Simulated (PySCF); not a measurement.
## Löwdin shares of the frontier orbitals

Species: C4H9FSi.
Atom-mapped SMILES: `[CH2:1]=[CH:2][CH2:3][Si@H:4]([CH3:5])[F:6]` (hydrogens: H7, H8 on C1; H9 on C2; H10, H11 on C3; H12 on Si4; H13, H14, H15 on C5)

Geometry (GFN2-xTB, Å), atoms numbered from 1 in this order:
```xyz
15
C4H9FSi angstrom
C      2.032    1.114    0.204
C      1.613   -0.130    0.059
C      0.514   -0.753    0.847
Si    -1.071   -0.984   -0.188
C     -1.800    0.676   -0.727
F     -2.143   -1.703    0.795
H      2.822    1.526   -0.401
H      1.603    1.773    0.941
H      2.062   -0.768   -0.691
H      0.292   -0.139    1.721
H      0.838   -1.731    1.209
H     -0.910   -1.938   -1.279
H     -1.112    1.221   -1.366
H     -2.021    1.306    0.131
H     -2.726    0.538   -1.278
```

Method used: TDDFT wB97X-D/def2-SVPD, vertical, gas phase, core orbitals frozen in the response in PySCF 2.14.0, density-fitted response routines.

Frontier orbitals with the atoms that hold most of them (Löwdin shares over 4%, at most four atoms; ? is withheld):

```tsv
orbital	ε (eV)	atoms
LUMO+2	2.63	Si4 30%, H12 12%, F6 12%, C2 9%
LUMO+1	2.32	Si4 20%, C5 15%, C1 14%, H14 7%
LUMO	1.72	?
HOMO	-9.16	?
HOMO-1	-11.03	C5 33%, Si4 24%, H12 14%, F6 11%
HOMO-2	-11.42	C3 24%, C2 16%, Si4 15%, C1 11%
HOMO-3	-11.97	C2 25%, C3 18%, C1 16%, H9 13%
```

(1) Give the leading atoms of the HOMO.

(2) Give the leading atoms of the LUMO.

(3) How does S1 compare with the orbital gap of 10.88 eV?

Answers

(1) C1 (bonded to C and 2 H) 33%; C2 (bonded to 2 C and H) 27%; C3 (bonded to C, Si and 2 H) 15%; Si4 (bonded to 2 C, F and H) 7%. By element: carbon 76% or more, silicon 7%.

(2) C2 (bonded to 2 C and H) 26%; C1 (bonded to C and 2 H) 25%; Si4 (bonded to 2 C, F and H) 11%; C3 (bonded to C, Si and 2 H) 9%. By element: carbon 61% or more, silicon 11%.

(3) S1 is at 6.75 eV (f = 0.218), 4.12 eV below the gap, made of HOMO→LUMO (93%). Without the coupling terms of the response equations the lowest excitation would equal the gap.

Next come S2 at 7.28 eV (f 0.044), HOMO→LUMO+1 (58%), HOMO→LUMO+2 (18%), HOMO→LUMO+3 (16%); S3 at 7.84 eV (f 0.100), HOMO→LUMO+2 (49%), HOMO→LUMO+4 (25%), HOMO→LUMO+1 (13%); S4 at 7.90 eV (f 0.0032), HOMO→LUMO+3 (49%), HOMO→LUMO+4 (23%), HOMO→LUMO+2 (11%); S5 at 8.19 eV (f 0.0045), HOMO-3→LUMO (48%), HOMO-2→LUMO (34%).

One conformer stands for the species.
